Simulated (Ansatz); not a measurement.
`O[SiH2][GeH2][OH]` + `OB(F)[SiH3]` → `O[SiH2]B(O)F` + `[OH][GeH2][SiH3]`  (redistribution)

Isolated molecules relaxed with PBE0-D4/def2-TZVP in Ansatz; ΔE leaves out vibrations. CCSD(T)/CBS adds triple-zeta CCSD(T) − MP2 to the extrapolated MP2 energy (def2 sets, frozen cores). For Ge outer-core shells are correlated without core-valence functions, which leaves a few kJ/mol of doubt a bond. Scalar relativity is left out up to krypton. One conformer a species, not always the lowest.

`O[SiH2][GeH2][OH]`:

Z-matrix (Å, degrees):
```
Si
Ge 1 2.391
O 1 1.653 2 111.1
H 1 1.490 2 108.2 3 -123.0
H 1 1.482 2 110.4 3 117.0
O 2 1.793 1 104.5 3 167.8
H 2 1.546 1 114.4 3 -73.1
H 2 1.550 1 112.7 3 49.6
H 3 0.958 1 117.7 2 -66.3
H 6 0.959 2 112.6 1 174.0
```

`OB(F)[SiH3]`:

Cartesian coordinates in Å:
```
O 1.463 0.124 1.327
B 0.221 -0.263 0.969
F -0.476 -0.898 1.905
Si -0.627 0.053 -0.858
H 1.942 0.580 0.632
H -1.864 0.868 -0.725
H 0.321 0.778 -1.750
H -0.980 -1.241 -1.500
```

`O[SiH2]B(O)F`:

```xyz
9

O     0.265   -1.870   -1.037
Si    0.768   -0.731    0.051
B    -0.582    0.785    0.193
O    -0.530    1.686    1.193
F    -1.541    0.912   -0.738
H    -0.192   -1.555   -1.818
H     0.936   -1.435    1.347
H     2.092   -0.158   -0.332
H    -1.214    2.364    1.141
```

`[OH][GeH2][SiH3]`:

Cartesian coordinates in Å:
```
O -2.067 -0.014 -0.526
Ge -0.728 0.479 0.556
Si 1.312 -0.541 -0.157
H -1.953 0.312 -1.421
H -0.615 2.021 0.555
H -1.186 -0.003 1.941
H 2.439 -0.094 0.705
H 1.596 -0.140 -1.562
H 1.201 -2.021 -0.091
```

```tsv
species	CCSD(T)/CBS(def2) energy (Eh)
`O[SiH2][GeH2][OH]`	-2519.20718
`OB(F)[SiH3]`	-491.34397
`O[SiH2]B(O)F`	-566.57070
`[OH][GeH2][SiH3]`	-2443.98216
```

Q: Work out ΔE.

A: ΔE = (-566.57070) + (-2443.98216) − (-2519.20718) − (-491.34397) = -0.00171 Eh = -4.5 kJ/mol.

Largest T1 diagnostic among the species: 0.014.

At CCSD(T), def2-SVP lies −3.2 kJ/mol from the extrapolated value and def2-TZVPP −0.7 kJ/mol. Leaving LDA and LC-ωPBE aside and taking each functional with its dispersion term where it has one, the values, not all of them listed here, spread over 2.0 kJ/mol, from BHLYP-D4 to B97M-V.
